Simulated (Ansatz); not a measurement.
`N[SiH](F)S` → NH₃ + `F[Si]S` at 400 K and 1 bar (silylene formation by 1,1-elimination).

Calculated with Ansatz (gas phase, PBE0-D4/def2-TZVP geometries, no zero-point term in ΔE). CCSD(T)/CBS is the MP2 limit (def2-TZVPP, def2-QZVPP) plus CCSD(T) − MP2 in def2-TZVPP, frozen cores. This one scheme is used for every species. Each species was taken in one conformer, which may not be the lowest.

| species | CCSD(T)/CBS energy (Eh) | H − E (kJ/mol) | S (J/(mol·K)) |
| --- | --- | --- | --- |
| `N[SiH](F)S` | -843.89255 | 155.6 | 354.5 |
| NH₃ | -56.50880 | 104.2 | 203.1 |
| `F[Si]S` | -787.30018 | 51.1 | 300.8 |

H − E and S are ideal-gas, rigid-rotor, harmonic terms from PBE0-D4/def2-TZVP, for one conformer and one mirror image of each species. 1 Eh = 2625.50 kJ/mol, R = 8.31446 J/(mol·K).

By hand: ΔE, ΔH, ΔS and ΔG.

ΔE = (-56.50880) + (-787.30018) − (-843.89255) = 0.08357 Eh = 219.4 kJ/mol. Δ(H − E) = 104.2 + 51.1 − 155.6 = -0.3, so ΔH = 219.1 kJ/mol. ΔS = 203.1 + 300.8 − 354.5 = 149.4 J/(mol·K). ΔG = 219.1 − 400 × (149.4)/1000 = 159.3 kJ/mol.

By hand: the equilibrium constant, and the temperature at which ΔG would vanish if ΔH and ΔS stayed fixed.

log₁₀ K = −ΔG/(RT ln 10) = -20.8. ΔG = 0 at ΔH/ΔS = 1467 K.

The number of gas molecules changes by +1, which sets the sign of ΔS. A doubt of 5 kJ/mol in ΔE shifts log₁₀ K by 0.7 here. Other conformers and mirror images would add mixing entropy, several J/(mol·K) or more a flexible species. These are equilibria of isolated gas molecules and say nothing of rates. Largest T1 diagnostic: 0.015 (customary marks: 0.02 for closed shells, 0.045 for open ones).
